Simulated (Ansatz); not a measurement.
Cs(F) cation (CsF), SMILES [F][Cs] (connectivity only; charge and spin as stated), charge +1, multiplicity 2.

The structure is a stationary point at PBE0-D3(BJ)/def2-TZVPD. The spin state was assumed, not searched. The def2 effective core potentials stand for the cores of Cs; spin–orbit coupling is left out.

Two levels are set side by side: PBE/def2-TZVPD (Ansatz, a quantum-chemistry and plane-wave program) and PBE0/def2-TZVPD (Ansatz). Energy differences of separate SCF runs at the same geometry; the states with an electron removed or added have multiplicity 3 and 1. Differences are taken from unrounded values.

```json
[
 {"quantity": "vertical ionisation energy (eV)", "PBE0": "20.92"},
 {"quantity": "vertical electron affinity (eV)", "PBE0": "7.62"}
]
```

Q: What does PBE give, and how far is it from PBE0? (An estimate is asked for; the answer gives what the named calculation found.)

A: 
| quantity | PBE | PBE minus PBE0 |
|---|---|---|
| vertical ionisation energy (eV) | 20.42 | -0.49 |
| vertical electron affinity (eV) | 8.09 | 0.47 |
